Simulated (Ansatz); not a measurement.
Harmonic frequencies (cm⁻¹) at PBE0-D4/def2-TZVP from Ansatz: 45, 126, 232, 326, 377, 406, 602, 709, 813, 869, 941, 989, 990, 1102, 1122, 1212, 1256, 1303, 1401, 1411, 1493, 1498, 2516, 2560, 2621, 3004, 3028, 3043, 3112, 3113.

Each molecule was computed in one conformer, which needn't be the lowest.

Which molecule is it?
A. `BCCB`
B. `BCBC`
C. `BBCC`
D. `FCCCS`

C.
